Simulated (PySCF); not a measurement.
Process, species as SMILES: P#N (N-P) + H+ → [NH+]#P
B3LYP-D3(BJ)/def2-TZVP geometries, fixed; electronic energies without zero-point terms; positive where energy is released.

Basis-set convergence of the proton affinity at PBE with PySCF. All functions are spherical. Density fitting with generated auxiliary sets. The proton sits at the site shown, which need not be the one that binds it best. No added dispersion term, no relativity. Functions are those of the species that has most. Reference: the value in aug-pcseg-3, 195.47 kcal/mol, itself unsure by roughly 0.07 kcal/mol (its mean distance from aug-cc-pV(Q+d)Z, cc-pV(5+d)Z, def2-QZVPPD). Deviations are taken from unrounded values.

| basis | functions | proton affinity (kcal/mol) |
|---|---|---|
| def2-SVP | 37 | 196.17 |
| def2-SVPD | 52 | 194.84 |
| pcseg-1 | 37 | 191.84 |
| aug-pcseg-1 | 59 | 190.15 |
| cc-pV(D+d)Z | 42 | 195.49 |
| aug-cc-pV(D+d)Z | 64 | 191.89 |
| 6-311G** | 50 | 195.66 |
| 6-311+G** | 58 | 193.35 |
| def2-TZVP | 74 | 195.48 |
| def2-TZVPD | 89 | 194.89 |
| pcseg-2 | 78 | 195.74 |
| aug-pcseg-2 | 119 | 195.15 |
| cc-pV(T+d)Z | 83 | 196.00 |
| aug-cc-pV(T+d)Z | 124 | 194.96 |
| def2-TZVPP | 87 | 195.95 |
| def2-TZVPPD | 102 | 195.31 |
| cc-pV(Q+d)Z | 149 | 195.77 |
| aug-cc-pV(Q+d)Z | 215 | 195.44 |
| def2-QZVPP | 157 | 195.55 |
| def2-QZVPPD | 172 | 195.37 |
| pcseg-3 | 157 | 195.67 |
| aug-pcseg-3 | 223 | 195.47 |

What the diffuse functions change, pair by pair:
- def2-SVP to def2-SVPD: 15 more functions, deviation 0.70 to -0.63 kcal/mol
- pcseg-1 to aug-pcseg-1: 22 more functions, deviation -3.63 to -5.32 kcal/mol
- cc-pV(D+d)Z to aug-cc-pV(D+d)Z: 22 more functions, deviation 0.02 to -3.59 kcal/mol
- 6-311G** to 6-311+G**: 8 more functions, deviation 0.18 to -2.12 kcal/mol
- def2-TZVP to def2-TZVPD: 15 more functions, deviation 0.01 to -0.58 kcal/mol
- pcseg-2 to aug-pcseg-2: 41 more functions, deviation 0.27 to -0.32 kcal/mol
- cc-pV(T+d)Z to aug-cc-pV(T+d)Z: 41 more functions, deviation 0.53 to -0.51 kcal/mol
- def2-TZVPP to def2-TZVPPD: 15 more functions, deviation 0.48 to -0.16 kcal/mol
- cc-pV(Q+d)Z to aug-cc-pV(Q+d)Z: 66 more functions, deviation 0.30 to -0.03 kcal/mol
- def2-QZVPP to def2-QZVPPD: 15 more functions, deviation 0.08 to -0.10 kcal/mol
- pcseg-3 to aug-pcseg-3: 66 more functions, deviation 0.20 to 0.00 kcal/mol

Leaving out the reference's own pair, they bring the value nearer the reference by more than 0.07 kcal/mol in 2 of 10 pairs.
